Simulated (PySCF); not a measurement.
Field gradients at the hydrogen positions

Species: C6H11NO2Si.
Structure used (GFN2-xTB), in Å, numbered top down from 1:
```
atom  x, y, z in Å
N1     4.351   -0.963    0.368
C2     3.470    0.063    0.294
O3     3.815    1.225    0.323
C4     2.051   -0.365    0.175
C5     1.059    0.525    0.121
C6    -0.354    0.118   -0.006
O7    -0.700   -1.044    0.066
C8    -1.345    1.227   -0.204
C9    -2.671    0.696   -0.726
Si10  -3.268   -0.873    0.192
H11    5.332   -0.752    0.456
H12    4.063   -1.924    0.349
H13    1.835   -1.423    0.131
H14    1.286    1.581    0.161
H15   -1.487    1.690    0.779
H16   -0.916    1.991   -0.859
H17   -3.419    1.485   -0.655
H18   -2.562    0.465   -1.787
H19   -2.989   -2.100   -0.540
H20   -4.738   -0.733    0.240
H21   -2.821   -0.871    1.585
```

Level: PBE0/pcSseg-1 (PySCF, non-relativistic); Q(2H) = 0.00286 b; rigid geometry, the same for H and D, with no vibrational averaging.

Problem. Rank these positions by the coupling χzz of a deuteron there, largest first.
A. H20 (Si–H hydrogen)
B. H13 (vinylic hydrogen)
C. H15 (methylene hydrogen)
D. H11 (amide N–H hydrogen)
E. H21 (Si–H hydrogen)
F. H12 (amide N–H hydrogen)

Solution. F (283 kHz), D (277 kHz), B (214 kHz), C (200 kHz), E (111 kHz), A (103 kHz).

Problem. Tabulate Vzz, the asymmetry η and χzz = 234.96 MHz × Q × Vzz for every hydrogen position.

Solution. 
```json
{"atom": "H11", "bonded to": "N1", "bond length (Å)": "1.007", "Vzz (au)": "0.4127", "η": "0.17", "χzz (kHz)": "277"}
{"atom": "H12", "bonded to": "N1", "bond length (Å)": "1.004", "Vzz (au)": "0.4208", "η": "0.20", "χzz (kHz)": "283"}
{"atom": "H13", "bonded to": "C4", "bond length (Å)": "1.081", "Vzz (au)": "0.3181", "η": "0.05", "χzz (kHz)": "214"}
{"atom": "H14", "bonded to": "C5", "bond length (Å)": "1.081", "Vzz (au)": "0.3172", "η": "0.04", "χzz (kHz)": "213"}
{"atom": "H15", "bonded to": "C8", "bond length (Å)": "1.096", "Vzz (au)": "0.2975", "η": "0.03", "χzz (kHz)": "200"}
{"atom": "H16", "bonded to": "C8", "bond length (Å)": "1.094", "Vzz (au)": "0.2991", "η": "0.04", "χzz (kHz)": "201"}
{"atom": "H17", "bonded to": "C9", "bond length (Å)": "1.089", "Vzz (au)": "0.3149", "η": "0.04", "χzz (kHz)": "212"}
{"atom": "H18", "bonded to": "C9", "bond length (Å)": "1.091", "Vzz (au)": "0.3125", "η": "0.05", "χzz (kHz)": "210"}
{"atom": "H19", "bonded to": "Si10", "bond length (Å)": "1.456", "Vzz (au)": "0.1705", "η": "0.04", "χzz (kHz)": "115"}
{"atom": "H20", "bonded to": "Si10", "bond length (Å)": "1.477", "Vzz (au)": "0.1539", "η": "0.01", "χzz (kHz)": "103"}
{"atom": "H21", "bonded to": "Si10", "bond length (Å)": "1.462", "Vzz (au)": "0.1655", "η": "0.05", "χzz (kHz)": "111"}
```

Problem. Average by the element that carries the hydrogen.

Solution. on N: 280 kHz over 2 positions, mean bond length 1.005 Å; on C: 208 kHz over 6 positions, mean bond length 1.089 Å; on Si: 110 kHz over 3 positions, mean bond length 1.465 Å.

Problem. How does χzz go with the bond length over the 6 C–H bonds?

Solution. A straight-line fit has a slope of -8.9 kHz for each 0.01 Å, with a correlation coefficient of -0.88, over lengths from 1.081 to 1.096 Å. The longer bonds have the smaller couplings here.

Problem. Give the 2H NMR doublet splittings at H20 for a magnetic field along the z, y and x axes of the gradient: 3χ/2, 3χ(1 + η)/4, 3χ(1 − η)/4.

Solution. With |χ| = 103.4 kHz and η = 0.015: 155, 79 and 76 kHz, to first order and without motion.

One conformer (not necessarily the lowest) at the GFN2-xTB geometry, without solvent, vibrations or thermal averaging. GFN2-xTB bond lengths can be off by several hundredths of an ångström, more for odd bonds, and the gradients follow them. The basis is small and wasn't made for field gradients, so the couplings can be 20 % off.
